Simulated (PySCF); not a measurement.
Simulated absorption spectrum

(H2B-mu-PH2)3.
Bonds: B1–P4, B1–P12, P4–B5, B5–P8, P8–B9, B9–P12. Hydrogens: H2, H3 on B1; H13, H14 on P4; H6, H7 on B5; H15, H16 on P8; H10, H11 on B9; H17, H18 on P12.

Level of theory: TDDFT CAM-B3LYP/def2-SVPD, vertical, gas phase, core orbitals frozen in the response in PySCF. Isolated species at its PBE0-D3(BJ)/def2-SVP geometry (one conformer only).

Computed states:

| state | E (eV) | f |
| --- | --- | --- |
| S1 | 6.63 | 0.0003 |
| S2 | 6.64 | 0.0003 |
| S3 | 7.43 | 0.0000 |
| S4 | 7.49 | 0.018 |
| S5 | 7.61 | 0.017 |
| S6 | 7.61 | 0.017 |
| S7 | 7.65 | 0.0038 |
| S8 | 7.65 | 0.0038 |
| S9 | 7.75 | 0.0000 |
| S10 | 7.94 | 0.0065 |

Each state is given a Gaussian of 0.5 eV full width at half maximum, with ε(max) = 2.175×10⁸ f / Δν̃ (Δν̃ the width in cm⁻¹). The cross-section is σ = 3.8235×10⁻²¹ ε cm², given in Mb (10⁻¹⁸ cm²). The width is an assumption, not a result. The curve ends short of the highest state used, and states not computed would add to its high-energy end.

Question: What does the envelope look like, and where are its maxima?

Answer: 
E (eV), σ (Mb) and a bar:
```
     5.88       0.00 
     5.93       0.00 
     5.97       0.00 
     6.01       0.00 
     6.05       0.00 
     6.09       0.00 
     6.13       0.01 
     6.18       0.01 
     6.22       0.02 
     6.26       0.02 
     6.30       0.03 
     6.34       0.04 
     6.38       0.06 
     6.43       0.07 
     6.47       0.09 
     6.51       0.10 
     6.55       0.11 
     6.59       0.11 #
     6.63       0.12 #
     6.68       0.12 #
     6.72       0.11 #
     6.76       0.11 #
     6.80       0.11 #
     6.84       0.12 #
     6.88       0.14 #
     6.93       0.21 #
     6.97       0.31 #
     7.01       0.46 ##
     7.05       0.70 ###
     7.09       1.05 #####
     7.13       1.52 #######
     7.18       2.34 ###########
     7.22       3.17 ##############
     7.26       4.18 ###################
     7.30       5.33 ########################
     7.34       6.58 ##############################
```

Maxima: 186 nm (6.65 eV), ε about 31, made up of S1 (49%) and S2 (49%) (ε in L mol⁻¹ cm⁻¹; maxima over ε = 5, shares over 10%). At its high-energy end, 7.34 eV, the curve is still rising (ε about 1700, from S4, S5 and S6).

Question: Does any computed singlet lie in the visible range?

Answer: No computed singlet lies in the visible range (380 to 750 nm); the lowest, at 187 nm, stands 3.37 eV above its violet end (3.26 eV).

Question: What would ε be at 6.65 eV, the highest of these maxima, with half the width (0.25 eV)?

Answer: About 59.9 L mol⁻¹ cm⁻¹ against 30.6, a factor of about 1.96; a lone state at its own centre would give exactly 2.

Question: Coming from long wavelengths, where does ε first pass 100 L mol⁻¹ cm⁻¹?

Answer: At about 177 nm (6.99 eV), 0.36 eV above S1.

The vertical ionisation energy (ΔSCF) is 10.01 eV, 2.07 eV above S10.

Time: 2.6 min (with the writing of density and orbital grids); peak memory 1.4 GiB. Hardware: Arm Neoverse V1, one thread, on a shared host.
